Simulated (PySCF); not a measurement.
Compound: C5H6ClF3O.
Atom-mapped SMILES: `[F:1][C:2]([F:3])([F:4])[O:5][C:6]1([CH2:7][Cl:8])[CH2:9][CH2:10]1`

Structure used (GFN2-xTB), in Å, numbered top down from 1:
```
atom  x, y, z in Å
F1     2.2731    0.9975    1.0124
C2     2.0362    0.2705   -0.0975
F3     2.1548   -1.0107    0.3017
F4     3.0446    0.5126   -0.9269
O5     0.8989    0.5502   -0.6999
C6    -0.3197    0.0799   -0.1153
C7    -0.7279    0.7786    1.1539
Cl8   -1.1565    2.4838    0.8158
C9    -0.6742   -1.3657   -0.3326
C10   -1.3566   -0.2958   -1.1298
H11    0.0692    0.7948    1.8970
H12   -1.6137    0.3022    1.5712
H13    0.0491   -1.9889   -0.8343
H14   -1.2205   -1.8712    0.4482
H15   -1.0827   -0.1839   -2.1660
H16   -2.3816   -0.0450   -0.9094
```

NICS is the negative of the GIAO shielding at a point without a nucleus: at the ring centre (0) and 1 Å above and below it (1); zz is the component along the ring normal. Level: GIAO PBE0/pcSseg-1 (PySCF, non-relativistic, gas phase) on the GFN2-xTB geometry, one conformer.

Ring bond lengths (Å), with Mayer bond orders in brackets: C6–C9 1.504 (0.95), C9–C10 1.499 (0.96), C10–C6 1.499 (0.94).

**Question.** Give the NICS values of each ring in ppm.

**Answer.** 
```tsv
ring	type	NICS(0)	NICS(1), two faces	NICS(1)zz, two faces	rms pucker (Å)	centre to ring atoms, mean (Å)
C6–C9–C10	3-membered carbocycle; formal bonds all single	-40.0	-7.0 / -8.9	-16.8 / -21.4	0.00	0.87
```

**Question.** What do they say, and how far can they be read as aromaticity?

**Answer.** 
- C6–C9–C10: mean NICS(1)zz -19.1 ppm, shielded. C6, C9, C10 have four or more neighbours; no verdict on aromaticity is drawn. The two faces differ by 4.6 ppm, so no symmetry operation interchanges them. NICS(0) lies 32 ppm below the mean NICS(1).

**Question.** Give the inner angles of the rings and the Hirshfeld charges of the ring atoms.

**Answer.** 
- C6–C9–C10: C6 59.9° (+0.067 e), C9 59.9° (-0.090 e), C10 60.2° (-0.086 e); sum 180.0° against 180° for a flat convex ring.

**Question.** How shielded are the nuclei of the rings and their hydrogens (means over atoms taken as equivalent)?

**Answer.** 
| atoms | environment | σ isotropic (ppm) | principal values of the symmetric part, first atom (ppm) |
| --- | --- | --- | --- |
| C6 | sp3 carbon bound to oxygen | 119.5 | 83.0, 91.6, 183.9 |
| C9 (×2) | three-membered-ring carbon | 169.2 | 135.0, 176.0, 189.3 |
| H13 (×2) | methylene hydrogen | 30.27 | 24.9, 27.8, 37.5 |
| H14 (×2) | methylene hydrogen | 30.82 | 25.6, 27.5, 39.3 |

The run took 64 s of wall time on one thread of an x86-64 server (shared host). This is the whole shielding run at PBE0/pcSseg-1, SCF included.
